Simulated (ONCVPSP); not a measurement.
## How hard is this Si (Z = 14) ONCV potential?

silicon, optimised norm-conserving Vanderbilt (ONCV), made with ONCVPSP 4.0.1 (LDA (Perdew-Zunger), scalar-relativistic). Core [Ne], reference 3s2 3p2. Waves: 3s: rc 1.45 bohr, ncon 5, nbas 10, qcut 4.5 1/bohr, 1 projector; 3p: rc 1.45 bohr, ncon 4, nbas 7, qcut 5.8 1/bohr, 2 projectors, debl 3.5 Ha; d scattering state at 0.26 Ha: rc 1.25 bohr, ncon 4, nbas 7, qcut 7.1 1/bohr, 1 projector. Local part: polynomial inside 0.80 bohr (lpopt 5, dvloc0 4 Ha). Core correction: Teter function, fcfact 4, rcfact 1.35.

Question: For each optimised wave give the share of its norm inside rc, the residual kinetic energy above qcut (Ha) and the cutoffs (Ha) for errors of 10, 1, 0.1 and 0.01 mHa per electron.

Answer:

| wave | norm inside rc | residual KE | 10 mHa | 1 mHa | 0.1 mHa | 0.01 mHa |
| --- | --- | --- | --- | --- | --- | --- |
| 3s | 0.192 | 1.3e-03 | 5.0 | 23.1 | 129.6 | 148.0 |
| 3p | 0.100 | 9.4e-04 | 2.4 | 16.5 | 62.8 | 76.3 |
| p projector 2 | 0.116 | 1.0e-01 | 79.4 | 97.5 | 128.4 | 179.3 |
| d projector 1 | 0.043 | 2.6e-04 | 10.0 | 19.8 | 38.1 | 98.5 |

The occupied waves need 23 Ha and 130 Ha for 1 and 0.1 mHa. The cutoffs count occupied waves only; projector 2 of the p channel, the hardest unoccupied one, needs 98 Ha at the loose tolerance. Note: no bound ghost flagged; GHOST(+) flagged for s at 9.4 eV.
